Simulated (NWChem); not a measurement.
# Correlation energy of Te (+1)

SMILES: [Te+]
```xyz
1

Te     0.0000     0.0000     0.0000
```
Charge +1, spin multiplicity 4.

Everything below was run with NWChem.

Basis set: def2-SVP. Each correlation energy counts from its own Hartree-Fock reference.

Effective core potentials replace the inner electrons of Te; spin-orbit coupling is left out. The correlated methods keep 4 core orbitals frozen. The stability of the SCF solutions was not checked. Open-shell Hartree-Fock references start from PBE0 orbitals. Coupled-cluster values serve here as a point of comparison, not as the truth.

Task: For the correlation energy, CCSD on UHF gives -74.4 mHa and CCSD(T) on ROHF gives -76.8 mHa. What do CCSD on ROHF, UMP2 give?

Result: CCSD on ROHF: -75.8 mHa; UMP2: -61.9 mHa.
